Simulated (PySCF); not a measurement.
**Structure elucidation problem**

An unknown has the formula CH$_{12}$N$_{2}$Si$_{4}$. Its calculated NMR data are:

$^{1}$H NMR (600 MHz, computed): δ 5.79 (m, 1H), 4.80 (s, 3H), 4.69 (m, 1H), 4.64 (m, 1H), 4.64 (s, 3H), 3.06 (m, 1H), 2.93 (m, 1H), 0.29 (br s, 1H).

$^{13}$C{$^{1}$H} NMR (computed): δ 34.0 (CH2).

All values are calculated (PySCF 2.14): GFN2-xTB structure, shielding tensors at PBE0/pcSseg-1 (GIAO). Relativity neglected, gas phase, equivalent nuclei averaged, one conformer.

Scale: TMS for $^{1}$H and $^{13}$C (reference shieldings calculated alike).

Question: What is the structure?

Answer: 
Rings plus π bonds: 1 (1 ring in the answer). Carbon types of the structure: 1 × CH2, leaving 10 H on heteroatoms. δC 34.0: sp3 CH2 bonded to N and Si; the inductive effect lowers its shielding. δH 5.79: hydrogen on a silicon bonded to 2 N, Si, in a 4-membered ring. δH 4.80, 4.64: hydrogen on a silicon bonded to N. δH 4.69, 4.64: hydrogen on a silicon bonded to C, Si, in a 4-membered ring. δH 3.06, 2.93: hydrogen on an sp3 CH2 bonded to N and Si; its carbon carries N, hence the downfield position. δH 0.29: hydrogen on a nitrogen bonded to 2 Si; exchangeable; this is the value without hydrogen bonding to other molecules.

The compound is SMILES [SiH3]N[Si@@H]1[SiH2]CN1[SiH3].

The shifts were computed for this structure.

The OH or NH signal is concentration- and solvent-dependent in practice; the value given is the gas-phase one. Shifts are as computed. Against solution values, carbons near 30 ppm lie about +3 ppm off and those near 130 ppm about +5 ppm. Of 1211 compounds with measured shifts, 218 miss one by over three times the rms of a fit or turn the order of signals round; such compounds aren't used in these exercises. Multiplicities follow the n + 1 count of equivalent neighbours, as no J values were calculated; m marks all less simple cases, F and P coupling included.
